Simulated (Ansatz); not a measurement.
Zn₁₂S₁₂, 24 atoms. Hardware: 4 threads of AMD EPYC 7R13 on a shared host and a share (37 GiB) of an NVIDIA H100 80GB HBM3.

Correlated methods freeze 168 core orbitals. Single mean-field runs in def2-SVP, def2-TZVP are fitted with def2-universal-jkfit.

Question: How many basis functions does each of these Ansatz runs have, and roughly what does it cost? HF/STO-3G, charge 0 singlet, energy; MP2/def2-SVP, charge 0 singlet, energy, from earlier orbitals; HF/def2-SVP, charge 0 singlet, energy, from earlier orbitals; PBE-D4/def2-SVP, charge 0 singlet, relaxation, 23 steps; PBE-D4/def2-SVP, charge 0 singlet, energy and forces, from earlier orbitals; PBE-D4/def2-TZVP, charge 0 singlet, energy, from earlier orbitals; PBE0-D4/def2-TZVP, charge 0 singlet, energy, from earlier orbitals; PBE0-D4/def2-SVP, charge 0 singlet, energy, from earlier orbitals; r2SCAN-D4/def2-SVP, charge 0 singlet, energy, from earlier orbitals.

Answer: Other jobs shared the machine, so times can vary by a factor of up to 3.

```tsv
run	functions	fitting or Cholesky vectors	wall time	peak host memory (GiB)
HF/def2-SVP, charge 0 singlet, energy, from earlier orbitals	588	4704	6 s	1.2
PBE-D4/def2-SVP, charge 0 singlet, energy and forces, from earlier orbitals	588	4704	6 s	1.3
r2SCAN-D4/def2-SVP, charge 0 singlet, energy, from earlier orbitals	588	4704	6 s	1.3
PBE-D4/def2-TZVP, charge 0 singlet, energy, from earlier orbitals	1020	4704	8 s	1.4
PBE0-D4/def2-SVP, charge 0 singlet, energy, from earlier orbitals	588	4704	8 s	1.3
MP2/def2-SVP, charge 0 singlet, energy, from earlier orbitals	588	5454	9 s	1.4
PBE0-D4/def2-TZVP, charge 0 singlet, energy, from earlier orbitals	1020	4704	14 s	1.4
HF/STO-3G, charge 0 singlet, energy	324	3163	23 s	0.94
PBE-D4/def2-SVP, charge 0 singlet, relaxation, 23 steps	588	4704	2.3 min	1.4
```
